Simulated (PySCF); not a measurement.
An element was calculated at r2SCAN (PySCF 2.14, ECP, a quadruple-zeta basis, no spin-orbit coupling), in the ground configurations that NIST lists.

```
electron affinity        : 1.478 eV
first ionisation energy  : 7.407 eV
second ionisation energy : 14.390 eV
third ionisation energy  : 30.459 eV
```

Problem. Which element is it?

Solution. Tin (Sn, Z = 50), in def2-QZVPPD with the def2 core potential (28 electrons). NIST lists 7.344, 14.633, 30.506 eV for these ionisation energies.
